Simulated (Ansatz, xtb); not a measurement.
**Two structures of AlGaH3Si2+**

Structure X: a singlet given by its coordinates. Structure Y: a singlet given by its coordinates. Both are isolated ions in the gas phase, relaxed with PBE0-D3(BJ)/def2-SVP.

X (Å):

| atom | x (Å) | y (Å) | z (Å) |
| --- | --- | --- | --- |
| Al | 0.3408 | 2.0242 | -0.1148 |
| Ga | -2.4735 | -1.6682 | -2.1783 |
| Si | -0.9276 | 0.2180 | -0.8749 |
| Si | -0.1495 | -0.0787 | 1.1465 |
| H | 1.1232 | 3.3634 | 0.1060 |
| H | 0.6840 | 1.1905 | 1.5598 |
| H | -0.0360 | -0.9454 | 2.3510 |

Close contacts (Å): Al1–Si3 2.33, Al1–Si4 2.50, Ga2–Si3 2.77, Si3–Si4 2.19, Al1–H5 1.57, Al1–H6 1.90, Si4–H6 1.57, Si4–H7 1.49.

Y (Å):

```xyz
7

Al   -0.1081   -0.9197   -3.4063
Ga   -0.4772    2.4039   -0.9805
Si   -0.5359    1.4354   -2.9991
Si    0.0351   -0.1146   -1.2733
H    -0.4578    3.1672    0.3511
H     0.2751   -0.3157    0.1860
H    -0.0968   -1.8195   -4.6803
```

Close contacts (Å): Al1–Si3 2.43, Al1–Si4 2.28, Ga2–Si3 2.24, Ga2–Si4 2.59, Si3–Si4 2.39, Al1–H7 1.56, Ga2–H5 1.54, Si4–H6 1.49.

Estimate which is lower in electronic energy at CCSD(T)/def2-SVP + ΔMP2/def2-TZVPP, and by roughly how much.

The CCSD(T)/def2-SVP + ΔMP2/def2-TZVPP calculation puts structure X lower, by 0.544 eV.

How the difference moves with the method:

```csv
level,geometry,E(Y) − E(X) (eV),departure from the last row (eV),"job, with rough time for the two"
PBE0-D3(BJ)/def2-SVP,PBE0-D3(BJ)/def2-SVP,+0.594,+0.050,"optimisation, 57 s"
HF/def2-SVP,PBE0-D3(BJ)/def2-SVP,+0.959,+0.415,part of the CCSD(T) run
MP2/def2-SVP,PBE0-D3(BJ)/def2-SVP,+0.366,−0.178,part of the CCSD(T) run
CCSD(T)/def2-SVP,PBE0-D3(BJ)/def2-SVP,+0.590,+0.045,single point
CCSD(T)/def2-SVP + ΔMP2/def2-TZVPP,PBE0-D3(BJ)/def2-SVP,+0.544,,"single point, 22 s"
```

None of the levels shown reverses the order. The largest departure from CCSD(T)/def2-SVP + ΔMP2/def2-TZVPP is that of HF/def2-SVP, 0.415 eV. A small imaginary or near-zero mode remains, so no thermal terms are given. Levels run at GFN2-xTB geometries aren't shown. The last row adds to CCSD(T) the change of the MP2 difference between the two basis sets, here −0.045 eV.

The correlated steps freeze 24 core orbitals; the filled d shell of Ga is correlated, in a basis made for valence electrons. Programs: Ansatz 0.2.0; the last row on 1 thread of AMD EPYC 9R45 96-Core Processor (Zen 5) on a shared host.
